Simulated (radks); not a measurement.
The nitrogen anion N-, [He] 2s2 2p4, held by a Watson sphere: a shell of charge +1 at radius R that stands for the Madelung well of a crystal (potential energy -1/R inside, -1/r outside, in hartree with lengths in bohr). Calculated with a radial shooting solver on a logarithmic mesh with Libxc functionals: scalar-relativistic Kohn-Sham, PBE, spin-polarised, spherical densities, point nucleus; open shells are filled with parallel spins first. Response by self-consistent Sternheimer equations with the Hartree and adiabatic LDA kernel, the relativistic mass of each level held fixed and spin-orbit coupling left out. The sphere does not respond.

R (bohr)	e(2s down) (eV)	e(2p up) (eV)	e(2p down) (eV)	<r> 2p (bohr)	sum of <r^2> (bohr^2)	X-ray form factor at sin(theta)/lambda = 0.2 1/angstrom	alpha (bohr^3)
2.13	-16.275	-7.488	-5.202	1.725	18.54	4.778	14.95
2.57	-15.337	-6.661	-4.442	1.817	19.93	4.704	19.28
2.66	-15.165	-6.505	-4.296	1.836	20.20	4.693	20.29
3.75	-13.521	-4.975	-2.828	2.060	23.05	4.628	37.52
3.78	-13.485	-4.941	-2.795	2.067	23.12	4.628	38.18
3.86	-13.393	-4.854	-2.709	2.084	23.31	4.626	40.01
